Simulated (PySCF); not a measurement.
Solvent effects on NMR parameters

Structure with atom numbers: `[F:1][CH:2]([F:3])[O:4][C+:5]1[CH:6]=[CH:7][CH2:8][CH2:9]1`; H(Xn) means a hydrogen on atom n.

GIAO PBE0/pcSseg-1 in PySCF on one PBE0-D3(BJ)/def2-SVP conformer, non-relativistic, equivalent nuclei averaged. Solvents enter as an IEF-PCM continuum (benzene with ε = 2.3, chloroform with ε = 4.7) around the gas-phase geometry. Shifts are referred to CFCl3, TMS computed in the same medium.

In benzene, δ in ppm: F1/F3 -98.7, C5 229.7, C7 225.2, C6 139.9, C2 121.4, C8 43.9, C9 40.7, H(C7) 10.02, H(C6) 7.60, H(C2) 7.22, H(C9) 3.87, H(C8) 3.86. Dipole moment 4.32 D.

Q: How does each δ change in the more polar medium?

A: 
```
atoms                                environment  Δδ, chloroform
F1/F3                    fluorine of a CF2 group            -0.6
   C5                         carbocation centre            +0.5
   C7                                  alkene CH            +0.9
   C6                                  alkene CH             0.0
   C2                 sp3 CH bonded to 2 F and O            +0.3
   C8                            allylic sp3 CH2            +0.6
   C9                          sp3 CH2 in a ring            +0.5
H(C7)                   hydrogen on an alkene CH           +0.03
H(C6)                   hydrogen on an alkene CH           -0.01
H(C2)  hydrogen on an sp3 CH bonded to 2 F and O           +0.03
H(C9)           hydrogen on an sp3 CH2 in a ring           +0.01
H(C8)             hydrogen on an allylic sp3 CH2            0.00
```

Changes are relative to benzene. The dipole moment becomes 4.42 D in chloroform.

Q: Which of the listed nuclei move most (in ppm), and what does the model miss? (N and O are left out, as their reference compounds move with the solvent too.)

A: C7 (alkene CH, +0.9 ppm) in chloroform. A continuum only polarises the solute; specific hydrogen bonds, the anisotropy of aromatic solvents and changes of geometry or conformer are outside it, as are counter-ions.
